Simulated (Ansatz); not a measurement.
Computed with Ansatz on PBE0-D4/def2-TZVP structures; ΔE is electronic, products minus reactants. CBS: MP2 limit from def2 TZ/QZ plus the TZ coupled-cluster correction, frozen cores. DFT in def2-TZVPP. Each species was taken in one conformer, which may not be the lowest.

Reaction (ligand exchange at the Si–N bond): `BN([SiH2][SiH3])[SiH2]Cl` + `O[SiH2]O` → `O[SiH2]O[SiH2][SiH3]` + `BN[SiH2]Cl`

Question: Is it downhill or uphill in electronic energy at CCSD(T)/CBS, and by how much? (An estimate is asked.)

Answer: Ansatz gave: Downhill: ΔE = -56.2 kJ/mol.

Question: What do these levels give: PBE-D4, PBE0-D4, B2PLYP, PBE, MP2/def2-TZVPP, SCS-MP2/def2-TZVPP, CCSD/def2-TZVPP, CCSD(T)/def2-TZVPP, HF/def2-QZVPP, MP2/def2-QZVPP, HF/CBS(def2), CCSD/CBS(def2)? (Estimate.)

Answer: The calculation gave: PBE-D4 -52.0, PBE0-D4 -54.4, B2PLYP -64.7, PBE -58.4, MP2/def2-TZVPP -52.7, SCS-MP2/def2-TZVPP -58.3, CCSD/def2-TZVPP -59.8, CCSD(T)/def2-TZVPP -55.9, HF/def2-QZVPP -81.4, MP2/def2-QZVPP -53.4, HF/CBS(def2) -81.6, CCSD/CBS(def2) -60.1 kJ/mol.

Largest T1 diagnostic among the species: 0.012.

The D4 term adds +10.3 kJ/mol with B3LYP and +5.8 kJ/mol with PBE0; it sums over pairs of atoms, weighted by their polarisabilities, and B3LYP, whose exchange is more repulsive, gets the larger term. In def2-TZVPP, CCSD(T) changes the Hartree–Fock value by +24.3 kJ/mol (the triples alone add +3.9 kJ/mol) and MP2 by +27.4 kJ/mol.

B3LYP here is the variant with VWN-RPA as its local correlation; programs differ in this.
